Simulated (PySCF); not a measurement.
C₄H₉O, SMILES C(=[OH+])(C)CC, charge +1.

Geometry: PBE0-D3(BJ)/def2-SVP. The isomer is the one that the SMILES or the coordinates give; other isomers of the formula were not compared. The values are those of a single conformer.

Two levels are set side by side: PBE/def2-TZVP (PySCF) and HF/def2-TZVP (PySCF). Same geometry, gas phase. Differences are taken from unrounded values.

| quantity | PBE |
|---|---|
| orbital gap (eV) | 4.94 |
| highest occupied level (eV) | -13.66 |
| lowest empty level (eV) | -8.71 |
| mean polarisability (bohr³) | 50.8 |

Q: These are the PBE values. What does HF give? (An estimate is asked for; the answer gives what the named calculation found.)

A: 
| quantity | HF | PBE minus HF |
|---|---|---|
| orbital gap (eV) | 15.64 | -10.70 |
| highest occupied level (eV) | -18.85 | 5.19 |
| lowest empty level (eV) | -3.21 | -5.50 |
| mean polarisability (bohr³) | 45.4 | 5.4 |

Without exact exchange PBE keeps part of each electron's self-repulsion, which lifts occupied levels and narrows the gap. Loosely held outer electrons make PBE densities more polarisable. Differences between two approximate levels are no errors against the true value.

Rough cost on one machine, each run with all the roots and properties that it gave: HF against PBE about 1/3.
